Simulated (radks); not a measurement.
Values are calculated unless marked as measured or tabulated.
Q: The table gives one normalised radial function P(r) = r R(r) of Nd+ in [Xe] 4f4 6s1 (r in bohr). Code: a radial shooting solver on a logarithmic mesh with Libxc functionals. Model: scalar-relativistic Kohn-Sham, r2SCAN, spin-polarised, spherical densities, finite nucleus; open shells are filled with parallel spins first (spin-orbit coupling, left out, can overturn this in heavy ions); meta-GGA in the generalised Kohn-Sham scheme; Fermi nuclear charge, rms radius 4.9123 fm.

r,P
0.003988,0.0346
0.005448,0.0413
0.007442,0.0471
0.01017,0.0502
0.01389,0.0475
0.01898,0.0356
0.02572,0.0123
0.03513,-0.0230
0.048,-0.0607
0.06557,-0.0804
0.08958,-0.0561
0.1224,0.0192
0.1672,0.1013
0.2284,0.1018
0.3121,-0.0209
0.4263,-0.1582
0.5824,-0.1216
0.7957,0.1023
1.087,0.2739
1.485,0.1692
2.029,-0.1661
2.772,-0.4850
3.786,-0.5798
5.173,-0.4091
7.067,-0.1647
9.655,-0.0337
13.19,-0.0030

Which n and l does it have? It may be an empty orbital.

A: n = 6, l = 0: the number of nodes gives n - l - 1 = 5, the rise at small r (about r^(l+1), flatter next to the nucleus through relativity) gives l, and the extent must fit the shell. The curve is that of 6s up; the table hardly tells the two spins apart. 6s up: eigenvalue -8.668 eV, 5 radial nodes at r = 0.0290, 0.114, 0.300, 0.700, 1.76 bohr, <r> = 4.01 bohr, 90 % of the charge inside 5.75 bohr.
